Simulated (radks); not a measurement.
Charge is removed step by step from the 5p down level of the dysprosium ion Dy2+, starting from [Kr] 4d10 4f10 5s2 5p(up 3, down 3). Calculated with a radial shooting solver on a logarithmic mesh with Libxc functionals: scalar-relativistic Kohn-Sham, LDA (Slater exchange, Perdew-Wang correlation), spin-polarised, spherical densities, finite nucleus; open shells are filled with parallel spins first (spin-orbit coupling, left out, can overturn this in heavy ions); Fermi nuclear charge, rms radius 5.2218 fm. At the starting occupation the eigenvalue is -38.943 eV. Estimate the energy to remove one whole electron from this level, the eigenvalue at the end, and how far E(n) bends from a straight line.

Answer. Delta-SCF 45.222 eV; final eigenvalue -51.695 eV; the deviation from the straight line is -1.594 eV at 0.5 electron removed, the largest on the grid computed. Slater's transition state (half an electron removed) gives 45.227 eV. Integrating minus the eigenvalue over the occupation (Janak's theorem) gives 45.257 eV. In this scalar-relativistic scheme the density is built from large components alone, so the theorem holds only approximately. The mean slope of the eigenvalue, de/dn, is 12.8 eV per electron.
